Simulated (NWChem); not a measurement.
Species: CH₈N₂Si; SMILES N[SiH](C)N

```xyz
12

Si    -0.0866    -0.3258     0.0000
C      1.7478     0.0943     0.0000
N     -0.7291     0.2451    -1.5197
N     -0.7291     0.2451     1.5197
H     -0.3789    -1.7834     0.0000
H      2.2413    -0.3120    -0.8890
H      1.9129     1.1800     0.0000
H      2.2413    -0.3120     0.8890
H     -1.6679    -0.0261    -1.7905
H     -0.5457     1.1984    -1.8142
H     -1.6679    -0.0261     1.7905
H     -0.5457     1.1984     1.8142
```
Atoms are numbered in this order, from 1.

Computed with NWChem. Coordinates come from a B3LYP/6-31G* (spherical d) optimisation. Level: PBE/def2-SVP with SMD (1 M gas to 1 M solution), gas-phase geometry. Reactions with the solvent are ignored.

```
solvent     dielectric constant  solvation free energy (kcal/mol)  cavity-dispersion-structure term (kcal/mol)  dipole in solution (D)
----------  -------------------  --------------------------------  -------------------------------------------  ----------------------
water                      78.4                              -1.8                                          4.6                    2.87
1-octanol                  9.86                              -3.7                                          2.0                    2.79
1-propanol                 20.5                              -4.4                                          1.7                    2.84
benzene                    2.27                              -2.2                                          1.2                    2.52
2-propanol                 19.3                              -4.5                                          1.6                    2.83
```
